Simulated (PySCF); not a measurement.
## Atomic charges against the basis set

Species: CH3NOSi.
Geometry (PBE0-D3(BJ)/def2-SVP, Å), atoms numbered from 1 in this order:
```
atom  x, y, z in Å
N1     2.5213   -0.6915    0.1410
C2     1.4499   -0.2614    0.0311
Si3   -0.2870    0.4073   -0.1156
O4    -1.3403   -0.8285   -0.4160
H5    -0.3271    1.3166   -1.2820
H6    -0.5483    1.1134    1.1678
H7    -1.3907   -1.5536    0.2139
```

PBE0 throughout (PySCF), one geometry, spherical d and f functions. One conformer (not necessarily the lowest) at the PBE0-D3(BJ)/def2-SVP geometry, without solvent, vibrations or thermal averaging. Atoms taken as equivalent share a column and are averaged.

Mulliken charges (e):

```csv
basis,functions,N1,C2,Si3,O4,H5/H6,H7
pcSseg-0,46,-0.376,-0.274,+1.179,-0.828,-0.054,+0.407
6-31G*,66,-0.257,-0.022,+0.677,-0.723,-0.065,+0.455
cc-pVDZ,75,-0.107,-0.175,+0.539,-0.340,-0.049,+0.181
def2-SVP,75,-0.057,-0.277,+0.655,-0.397,-0.066,+0.209
aug-cc-pVDZ,123,-0.322,-0.015,+0.488,-0.690,+0.202,+0.134
"6-311+G(2d,p)",134,-0.230,-0.191,+0.869,-0.645,-0.045,+0.286
def2-TZVP,148,-0.034,-0.238,+0.456,-0.512,-0.004,+0.336
cc-pVTZ,166,-0.055,-0.213,+0.447,-0.340,-0.025,+0.210
IGLO-III,179,-0.306,-0.072,+0.998,-0.610,-0.140,+0.270
```

IAO charges (e):

```
        basis  functions      N1      C2     Si3      O4   H5/H6      H7
     pcSseg-0         46  -0.172  -0.179  +0.879  -0.714  -0.084  +0.353
       6-31G*         66  -0.180  -0.188  +0.993  -0.759  -0.118  +0.369
      cc-pVDZ         75  -0.174  -0.190  +0.981  -0.758  -0.116  +0.372
     def2-SVP         75  -0.172  -0.192  +0.995  -0.754  -0.122  +0.368
  aug-cc-pVDZ        123  -0.188  -0.178  +0.989  -0.780  -0.112  +0.382
6-311+G(2d,p)        134  -0.188  -0.186  +1.022  -0.789  -0.121  +0.383
    def2-TZVP        148  -0.186  -0.190  +1.034  -0.789  -0.125  +0.382
      cc-pVTZ        166  -0.184  -0.189  +1.020  -0.785  -0.122  +0.382
     IGLO-III        179  -0.188  -0.188  +1.031  -0.792  -0.123  +0.384
```

Hirshfeld charges (e):

| basis | functions | N1 | C2 | Si3 | O4 | H5/H6 | H7 |
| --- | --- | --- | --- | --- | --- | --- | --- |
| pcSseg-0 | 46 | -0.176 | -0.056 | +0.476 | -0.315 | -0.060 | +0.190 |
| 6-31G* | 66 | -0.186 | -0.039 | +0.436 | -0.292 | -0.056 | +0.194 |
| cc-pVDZ | 75 | -0.180 | -0.048 | +0.444 | -0.282 | -0.061 | +0.187 |
| def2-SVP | 75 | -0.185 | -0.041 | +0.449 | -0.287 | -0.063 | +0.190 |
| aug-cc-pVDZ | 123 | -0.194 | -0.044 | +0.462 | -0.297 | -0.055 | +0.183 |
| 6-311+G(2d,p) | 134 | -0.195 | -0.043 | +0.462 | -0.298 | -0.056 | +0.186 |
| def2-TZVP | 148 | -0.193 | -0.041 | +0.452 | -0.295 | -0.057 | +0.189 |
| cc-pVTZ | 166 | -0.191 | -0.041 | +0.451 | -0.292 | -0.057 | +0.187 |
| IGLO-III | 179 | -0.198 | -0.039 | +0.452 | -0.293 | -0.053 | +0.185 |

ESP-fitted charges (e):

| basis | functions | N1 | C2 | Si3 | O4 | H5/H6 | H7 |
| --- | --- | --- | --- | --- | --- | --- | --- |
| pcSseg-0 | 46 | -0.355 | +0.061 | +0.921 | -0.800 | -0.155 | +0.483 |
| 6-31G* | 66 | -0.337 | +0.101 | +0.585 | -0.635 | -0.079 | +0.443 |
| cc-pVDZ | 75 | -0.320 | +0.082 | +0.556 | -0.584 | -0.074 | +0.413 |
| def2-SVP | 75 | -0.330 | +0.084 | +0.625 | -0.612 | -0.094 | +0.420 |
| aug-cc-pVDZ | 123 | -0.357 | +0.119 | +0.562 | -0.589 | -0.069 | +0.405 |
| 6-311+G(2d,p) | 134 | -0.349 | +0.100 | +0.601 | -0.627 | -0.076 | +0.428 |
| def2-TZVP | 148 | -0.348 | +0.104 | +0.584 | -0.607 | -0.077 | +0.422 |
| cc-pVTZ | 166 | -0.341 | +0.097 | +0.575 | -0.583 | -0.077 | +0.406 |
| IGLO-III | 179 | -0.352 | +0.111 | +0.562 | -0.589 | -0.070 | +0.409 |

Some averages cover members that differ in this geometry, most widely: H5/H6, ESP-fitted in 6-311+G(2d,p) -0.104 to -0.048; H5/H6, ESP-fitted in aug-cc-pVDZ -0.097 to -0.041; H5/H6, ESP-fitted in IGLO-III -0.098 to -0.043; H5/H6, ESP-fitted in def2-TZVP -0.105 to -0.050 e.

Question: Which scheme is steadiest as the basis changes?

Answer: Largest range over the bases for any column: Hirshfeld 0.04 e, IAO 0.16 e, ESP-fitted 0.37 e, Mulliken 0.73 e. Hirshfeld charges move least and Mulliken charges most, counted in e.

Question: How much do the charges still move between the two largest bases, cc-pVTZ and IGLO-III?

Answer: At most, over all atoms: Mulliken 0.551 e, IAO 0.011 e, Hirshfeld 0.007 e, ESP-fitted 0.014 e.

Question: What do the same runs give for the total energy, the frontier levels and the dipole moment?

Answer: 
| basis | energy (Eh) | HOMO (eV) | LUMO (eV) | μ (D) |
| --- | --- | --- | --- | --- |
| pcSseg-0 | -458.3308 | -9.44 | -1.01 | 3.04 |
| 6-31G* | -459.0588 | -9.40 | -0.84 | 3.00 |
| cc-pVDZ | -459.0890 | -9.38 | -0.83 | 2.99 |
| def2-SVP | -458.8636 | -9.46 | -0.88 | 2.99 |
| aug-cc-pVDZ | -459.1075 | -9.60 | -1.30 | 3.15 |
| 6-311+G(2d,p) | -459.1545 | -9.65 | -1.35 | 3.14 |
| def2-TZVP | -459.1729 | -9.61 | -1.21 | 3.13 |
| cc-pVTZ | -459.1661 | -9.56 | -1.10 | 3.11 |
| IGLO-III | -459.1759 | -9.63 | -1.22 | 3.17 |

The dipole is fixed by the density alone, so its range of 0.18 D shows that the density itself changes with the basis, not only its division among atoms.
